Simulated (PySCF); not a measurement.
CdI (SMILES [Cd+][I]), charge +1, singlet, geometry from GFN2-xTB (such geometries of metal compounds can be far from the true shape) (core potentials on Cd, I); PySCF with B3LYP/def2-SVP.

The PySCF input:
```python
from pyscf import gto, scf, dft

mol = gto.M(
    atom='''
Cd   -0.00000000   -0.00000000   -1.34136029
I     0.00000000    0.00000000    1.21481687
''',
    basis='def2-svp',
    ecp={'Cd': 'def2-svp', 'I': 'def2-svp'},
    charge=1,
    verbose=4,
)

mf = dft.RKS(mol)
mf.xc = 'b3lyp'
mf.grids.atom_grid = (99, 590)
mf.grids.prune = None
mf.kernel()
```

What the program printed (banner, timings and long lists left out):

```
PySCF version 2.14.0

[INPUT] verbose = 4
[INPUT] num. atoms = 2
[INPUT] num. electrons = 44
[INPUT] charge = 1
[INPUT] spin (= nelec alpha-beta = 2S) = 0
[INPUT] symmetry False subgroup None
[INPUT] Mole.unit = angstrom
[INPUT] Symbol           X                Y                Z      unit          X                Y                Z       unit  Magmom
[INPUT]  1 Cd     0.000000000000   0.000000000000  -1.341360290000 AA    0.000000000000   0.000000000000  -2.534803582467 Bohr   0.0
[INPUT]  2 I      0.000000000000   0.000000000000   1.214816870000 AA    0.000000000000   0.000000000000   2.295671175801 Bohr   0.0

nuclear repulsion = 103.509494412351
number of shells = 21
number of NR pGTOs = 118
number of NR cGTOs = 57
basis = def2-svp
ecp = {'Cd': 'def2-svp', 'I': 'def2-svp'}

******** <class 'pyscf.dft.rks.RKS'> ********
method = RKS
initial guess = minao
damping factor = 0
level_shift factor = 0
DIIS = <class 'pyscf.scf.diis.CDIIS'>
diis_start_cycle = 1
diis_space = 8
diis_damp = 0
SCF conv_tol = 1e-09
SCF conv_tol_grad = None
SCF max_cycles = 50
direct_scf = True
direct_scf_tol = 1e-13
XC library pyscf.dft.libxc version 7.1.2
    S. Lehtola, C. Steigemann, M. J. T. Oliveira, and M. A. L. Marques,  SoftwareX 7, 1–5 (2018)
XC functionals = b3lyp
    P. J. Stephens, F. J. Devlin, C. F. Chabalowski, and M. J. Frisch,  J. Phys. Chem. 98, 11623 (1994)
radial grids:
    Treutler-Ahlrichs [JCP 102, 346 (1995); DOI:10.1063/1.469408] (M4) radial grids

becke partition: Becke, JCP 88, 2547 (1988); DOI:10.1063/1.454033
pruning grids: None
grids dens level: 3
symmetrized grids: False
atomic radii adjust function: <function treutler_atomic_radii_adjust>
User specified grid scheme (99, 590)
small_rho_cutoff = 0
Set gradient conv threshold to 3.16228e-05
Initial guess from minao.
tot grids = 116824
init E= -420.032995629784
  HOMO = -1.51729611059645  LUMO = -1.20797261576177  gap/eV = 8.41712
cycle= 1 E= -463.518145040587  delta_E= -43.5  |g|= 3.13  |ddm|= 8.99
  HOMO = -0.241906530772483  LUMO = -0.206295033977571  gap/eV = 0.96904
cycle= 2 E= -460.324569350131  delta_E= 3.19  |g|= 3.34  |ddm|= 8.13
  HOMO = -0.56572430565758  LUMO = -0.320041536193864  gap/eV = 6.68537
cycle= 3 E= -464.690749864731  delta_E= -4.37  |g|= 1.27  |ddm|= 5.38
  HOMO = -0.490314089231923  LUMO = -0.406520297968328  gap/eV = 2.28015
cycle= 4 E= -465.268676364459  delta_E= -0.578  |g|= 0.401  |ddm|=  2.4
  HOMO = -0.462061265776838  LUMO = -0.385038337625417  gap/eV = 2.09590
cycle= 5 E= -465.299899400401  delta_E= -0.0312  |g|= 0.165  |ddm|= 0.54
  HOMO = -0.4579159206161  LUMO = -0.387426447962586  gap/eV = 1.91812
cycle= 6 E= -465.30362283372  delta_E= -0.00372  |g|= 0.0569  |ddm|= 0.299
  HOMO = -0.465700902624345  LUMO = -0.386241915494651  gap/eV = 2.16219
cycle= 7 E= -465.305352243967  delta_E= -0.00173  |g|= 0.00631  |ddm|= 0.121
  HOMO = -0.466933930268034  LUMO = -0.385863740801154  gap/eV = 2.20603
cycle= 8 E= -465.305374162688  delta_E= -2.19e-05  |g|= 0.00148  |ddm|= 0.0168
  HOMO = -0.466805991278939  LUMO = -0.385816550369502  gap/eV = 2.20383
cycle= 9 E= -465.305374739799  delta_E= -5.77e-07  |g|= 0.000376  |ddm|= 0.00202
  HOMO = -0.46677634323318  LUMO = -0.385822263674442  gap/eV = 2.20287
cycle= 10 E= -465.305374804065  delta_E= -6.43e-08  |g|= 1.32e-05  |ddm|= 0.000811
  HOMO = -0.466775854440551  LUMO = -0.385824190946749  gap/eV = 2.20281
cycle= 11 E= -465.305374804093  delta_E= -2.82e-11  |g|= 9.87e-06  |ddm|= 5.28e-05
  HOMO = -0.466779084580134  LUMO = -0.385822981382514  gap/eV = 2.20293
Extra cycle  E= -465.305374803984  delta_E= 1.09e-10  |g|= 1.93e-05  |ddm|= 5.74e-05
converged SCF energy = -465.305374803984
```
